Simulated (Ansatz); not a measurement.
One change: `C[SiH](F)[O][AlH2]` becomes `C[Si](F)(F)[O][AlH2]`.

Ansatz, PBE0-D4/def2-TZVP geometries, multiplicity 1. Each molecule was computed in one conformer, which needn't be the lowest.

| property | `C[SiH](F)[O][AlH2]` |
| --- | --- |
| HOMO–LUMO gap (ωB97M-V/def2-TZVPP) / eV | 11.04 |
| size of the dipole moment (B3LYP/def2-TZVPP) / D | 1.53 |
| HOMO energy (PBE/def2-TZVPP) / eV | -7.13 |
| size of the dipole moment (ωB97M-V/def2-TZVPP) / D | 1.52 |
| HOMO energy (B3LYP/def2-TZVPP) / eV | -8.27 |
| LUMO energy (PBE0/def2-TZVPP) / eV | -1.22 |

Q: Give the same properties after the change, and the shifts. (An estimate is asked.)

A: The calculation gave: 
```json
{"property": "HOMO–LUMO gap (ωB97M-V/def2-TZVPP) / eV", "`C[Si](F)(F)[O][AlH2]`": "11.07", "shift": "0.03"}
{"property": "size of the dipole moment (B3LYP/def2-TZVPP) / D", "`C[Si](F)(F)[O][AlH2]`": "2.16", "shift": "0.63"}
{"property": "HOMO energy (PBE/def2-TZVPP) / eV", "`C[Si](F)(F)[O][AlH2]`": "-7.26", "shift": "-0.13"}
{"property": "size of the dipole moment (ωB97M-V/def2-TZVPP) / D", "`C[Si](F)(F)[O][AlH2]`": "2.14", "shift": "0.62"}
{"property": "HOMO energy (B3LYP/def2-TZVPP) / eV", "`C[Si](F)(F)[O][AlH2]`": "-8.41", "shift": "-0.14"}
{"property": "LUMO energy (PBE0/def2-TZVPP) / eV", "`C[Si](F)(F)[O][AlH2]`": "-1.34", "shift": "-0.12"}
```

Dipoles are sizes alone; their direction can turn.

B3LYP here is the variant with VWN-RPA as its local correlation; programs differ in this.
